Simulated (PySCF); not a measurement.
B(NH2)3 (BH6N3), SMILES NB(N)N. Atoms are numbered in the order given.

```xyz
10

B      0.0007    -0.0008     0.0000
N      0.0334    -0.7151     1.2411
H     -0.1037    -0.2572     2.1318
H     -0.0811    -1.7180     1.2943
N     -0.0540     1.4337     0.0000
H      0.1383     1.9655     0.8389
H      0.1383     1.9655    -0.8389
N      0.0334    -0.7151    -1.2411
H     -0.1037    -0.2572    -2.1318
H     -0.0811    -1.7180    -1.2943
```
Charge 0, spin multiplicity 1.

Coordinates come from a B3LYP-D3(BJ)/def2-SVP optimisation. Other conformers were not sampled.

All values below come from PBE0/def2-TZVP (PySCF).

ESP charges are fitted to the potential on shells at 1.4 to 2.0 van der Waals radii. Atomic charges (e):

```tsv
atom	meta-Löwdin	ESP fit
B1	0.25	1.13
N2	-0.54	-1.25
H3	0.23	0.44
H4	0.23	0.44
N5	-0.55	-1.29
H6	0.23	0.45
H7	0.23	0.45
N8	-0.54	-1.25
H9	0.23	0.44
H10	0.23	0.44
```

Computed Mayer and Wiberg (Löwdin basis) orders of the bonds:
```tsv
bond	Mayer	Wiberg
B1–N2	1.19	1.71
N2–H3	0.92	0.91
N2–H4	0.93	0.91
B1–N5	1.19	1.71
N5–H6	0.93	0.91
N5–H7	0.93	0.91
B1–N8	1.19	1.71
N8–H9	0.92	0.91
N8–H10	0.93	0.91
```
